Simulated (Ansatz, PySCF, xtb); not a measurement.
Dimer: NH3 (SMILES N) (first 4 atoms) with C2H6 (SMILES CC); geometry from B3LYP-D3(BJ)/def2-TZVP, rigid monomers moved along the line of their centres of mass till H3···C6 is 4.09 Å.
(charge 0, multiplicity 1):
| atom | x (Å) | y (Å) | z (Å) |
|---|---|---|---|
| N | -0.0858 | -0.0201 | -0.2018 |
| H | -0.2269 | 0.4751 | -1.0748 |
| H | 0.3915 | 0.6109 | 0.4318 |
| H | 0.5449 | -0.7912 | -0.3890 |
| C | -0.6138 | -0.6289 | 4.5251 |
| C | 0.4535 | 0.4622 | 4.5167 |
| H | -0.9515 | -0.8509 | 3.5120 |
| H | -1.4843 | -0.3225 | 5.1088 |
| H | -0.2310 | -1.5520 | 4.9657 |
| H | 1.3323 | 0.1539 | 3.9449 |
| H | 0.7919 | 0.7036 | 5.5264 |
| H | 0.0724 | 1.3837 | 4.0707 |

Monomers are frozen at their geometry in the pair; levels with a basis set take the counterpoise correction.

Cores are frozen in the correlated methods.

Codes used: Ansatz (a program for electronic structure) with Gaussian orbitals; PySCF for the dispersion terms; xtb for the GFN methods. Each number belongs to the level named beside it.

Problem. Estimate the interaction energy that GFN1-xTB returns for this input.

Solution. -11 meV
